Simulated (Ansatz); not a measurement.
MoS2⁺, relaxed as a doublet with UKS PBE-D4/def2-TZVP in Ansatz, starting from the GFN2-xTB geometry. Force threshold 0.02 eV/Å.

In the def2 sets Mo takes a core potential; there is no spin–orbit coupling. The charge 1 doublet is spin-contaminated (final ⟨S²⟩ up to 1.77, 0.75 for a pure state). Another isomer (doublet) lies 0.83 eV lower at PBE0-D4/def2-TZVP; other spin states weren't run for this one.

Start:

```xyz
3

Mo    1.652    0.027   -0.194
S    -1.247   -0.567   -0.642
S    -0.405    0.540    0.836
```

```
step  energy (eV)  largest force component (eV/Å)  SCF passes
   1  -23509.7738                           2.467          64
   2  -23510.5213                           1.779          37
   3  -23510.9248                           1.411          37
   4  -23510.9703                           0.205          35
   5  -23510.9720                           0.048          30
   6  -23510.9721                           0.001          28
```

Force components are those of the run's own axes.

End:

```xyz
3

Mo    1.3005   -0.0803   -0.2988
S    -0.8700   -0.5374   -0.6519
S    -0.4305    0.6177    0.9507
```

By distances, no bond broke or formed. The bond that changes most is Mo1–S2, from 2.99 to 2.25 Å (atoms count from 1).

No frequencies were taken in this run, so the end may be a saddle point.

It took 7.5 s on 4 threads of Arm Neoverse V1 on a shared host.
